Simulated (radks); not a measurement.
Results of a calculation; reference values are marked as such.
Q: The mean radii <r> (bohr) of the occupied orbitals of an atom or ion are listed with their occupations. Level of theory: non-relativistic Kohn-Sham, PBE, spin-polarised, spherical densities, point nucleus (a radial shooting solver on a logarithmic mesh with Libxc functionals).

orbital  occ.      <r>
1s up       1  0.01916
1s down     1  0.01916
2s up       1  0.08060
2s down     1  0.08059
2p up       3  0.06810
2p down     3  0.06810
3s up       1   0.1999
3s down     1   0.1998
3p up       3   0.1900
3p down     3   0.1899
3d up       5   0.1655
3d down     5   0.1654
4s up       1   0.3896
4s down     1   0.3898
4p up       3   0.3850

Name the element and its charge. Open shells, if any, are filled with parallel spins first.

A: Z = 79, gold, charge +46: Au46+ in [Ar] 3d10 4s2 4p3. The 1s radius gives Z: for a bare nucleus <r> = 1.5/Z, 0.01899 bohr for Z = 79, and screening makes it slightly larger (0.01916 here). The occupations add up to 33, and the charge is Z minus that.
